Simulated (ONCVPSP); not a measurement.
**Fe: excitation energies, all-electron against ONCV**

- Element: iron (Fe)
- Generator: ONCVPSP 4.0.1
- Type: optimised norm-conserving Vanderbilt (ONCV)
- Functional: PBE
- Relativity: scalar-relativistic
- Frozen core: [Ne]
- Valence charge: 16
- Reference configuration: 3s2 3p6 3d6 4s2
- Partial waves: 3s+4s: rc 1.20 bohr, ncon 3, nbas 7, qcut 10.7 1/bohr, 2 projectors; 3p: rc 1.20 bohr, ncon 5, nbas 10, qcut 11 1/bohr, 2 projectors, debl 2.9 Ha; 3d: rc 1.85 bohr, ncon 5, nbas 9, qcut 7.6 1/bohr, 3 projectors, debl 2.1 Ha
- Local potential: polynomial inside 1.10 bohr (lpopt 5, dvloc0 1 Ha)
- Core correction: none

Energies are relative to the spin-unpolarised reference configuration 3s2 3p6 3d6 4s2; without spin polarisation the order of configurations can differ from experiment.

Q: Give the all-electron excitation energy and the error of the potential for: 3s2 3p6 3d6 4s1; 3s2 3p6 3d6 4s0; 3s2 3p6 3d5 4s0; 3s2 3p6 3d6 4s1 4p1.

A:

```json
{"valence configuration": "3s2 3p6 3d6 4s1", "charge": "+1", "ΔE all-electron (eV)": "8.729", "error AE − PS (meV)": "+1.6"}
{"valence configuration": "3s2 3p6 3d6 4s0", "charge": "+2", "ΔE all-electron (eV)": "24.932", "error AE − PS (meV)": "+7.7"}
{"valence configuration": "3s2 3p6 3d5 4s0", "charge": "+3", "ΔE all-electron (eV)": "59.155", "error AE − PS (meV)": "+65"}
{"valence configuration": "3s2 3p6 3d6 4s1 4p1", "charge": "0", "ΔE all-electron (eV)": "4.105", "error AE − PS (meV)": "+0.3"}
```

Levels in the configuration 3s2 3p6 3d6 4s1:

| level | all-electron (eV) | pseudo (eV) |
| --- | --- | --- |
| 3s | -102.544 | -102.571 |
| 3p | -68.582 | -68.602 |
| 3d | -15.956 | -15.988 |
| 4s | -12.329 | -12.324 |
